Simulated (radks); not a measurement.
The numbers below are computed, except where a source is named.
Fractional charge and spin in the 5d shell of lead: the spin-up occupation runs from 4 to 5 and the spin-down occupation from 4 to 5; the fullest corner is Pb2+, [Xe] 4f14 6s2 5d(up 5, down 5). Code: a radial shooting solver on a logarithmic mesh with Libxc functionals. Model: scalar-relativistic Kohn-Sham, SCAN, spin-polarised, spherical densities, finite nucleus; meta-GGA in the generalised Kohn-Sham scheme; Fermi nuclear charge, rms radius of each element as measured or else 0.836 A^(1/3) + 0.57 fm. Energy (eV) minus the two flat planes that join the four corners (they meet along the diagonal where the two added fractions sum to one electron); zero is where a piecewise linear energy would lie.

\begin{tabular}{lrrr}
down \ up & 4 & 4.5 & 5 \\ \hline
4 & 0.000 & -1.915 & 0.000 \\
4.5 & -1.915 & 0.260 & -1.798 \\
5 & 0.000 & -1.798 & 0.000 \\
\end{tabular}

Corners above the fullest one (they belong to Pb3+ and the next ion): (up 5, down 4) 45.494 eV, (up 4, down 5) 45.494 eV, (up 4, down 4) 106.87 eV. With half an added electron in each spin the energy lies 0.260 eV from the planes, and with half an added electron in spin up alone -1.915 eV. The planes are only a guide here: the flat-plane condition holds for ground states with one frontier orbital, while this shell lies below other occupied shells, so the corners above the fullest one are inner-hole states and not the ground states of those ions.
